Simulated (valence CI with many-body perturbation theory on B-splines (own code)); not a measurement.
# Sensitivity of CI+MBPT for Ta³⁴⁺

Computed by valence CI with perturbative core correlation (CI+MBPT): three valence electrons over a frozen Dirac-Fock core [Kr], a basis of 6 s, 6 p, 5 d, 5 f, 1 g functions for each j, with the one-electron correlation potential Σ1, the two-electron term Σ2, the three-electron term Σ3, Breit, model QED; selected CI, second order for the rest, scaled by the run's own slope (own B-spline code, finite nucleus).

No measured spectrum was set against this ion. As an estimate, large intervals hold to a few tenths of a per cent, small ones and those within an open d or f shell to about a per cent. Only levels of the ground parity were solved; by the run's estimate the other parity begins above the list, which can be wrong where configurations are misplaced.

The reference run has the lowest level (4d3/2^3) J=3/2 and an ionisation energy of 1435.53 eV. Its largest variational space holds 2444 state functions.

Levels are named by their leading jj configuration (3d3/2^4 stands for four electrons in 3d with j = 3/2), which in mixed levels can hold well under half, so a name can repeat and another be missing. Letters in brackets count levels of one name in rising energy.

Changed runs:
A. three-electron term on → off
B. highest l with Σ1, explicit Σ2 and valence Breit (higher l get mean screening factors) 3 → 2
C. correlating orbitals by l 3 3 3 3 1 → 4 4 0 0 0
D. scale of Σ1 1 → 3 (bad on purpose)

Excitation energies of the reference run in cm⁻¹, and shifts in cm⁻¹:

```tsv
Level	Reference	A	B	C	D
(4d3/2^2 4d5/2) J=5/2 [a]	111113	-194	-210	-507	+1348
(4d3/2^2 4d5/2) J=3/2	130531	-439	-65	+41	+1300
(4d3/2^2 4d5/2) J=7/2	141089	+113	-15	-17	+1419
(4d3/2^2 4d5/2) J=9/2	144381	+55	+54	+172	+1379
(4d3/2^2 4d5/2) J=1/2	145897	-422	+9.1	+289	+1332
(4d3/2^2 4d5/2) J=5/2 [b]	207609	+355	+513	+845	+1508
(4d3/2 4d5/2^2) J=7/2 [a]	251366	+2.4	-57	-280	+2658
(4d3/2 4d5/2^2) J=9/2	264340	-177	-19	-177	+2730
(4d3/2 4d5/2^2) J=3/2 [a]	278007	+213	+184	+150	+2684
(4d3/2 4d5/2^2) J=1/2	286665	-482	+164	+510	+2694
(4d3/2 4d5/2^2) J=5/2 [a]	294019	+655	+269	+533	+2589
(4d3/2 4d5/2^2) J=11/2	294306	+38	+256	+431	+2747
Ionisation energy (eV)	1435.53	-0.0089	-0.08	-0.11	+5.59
```
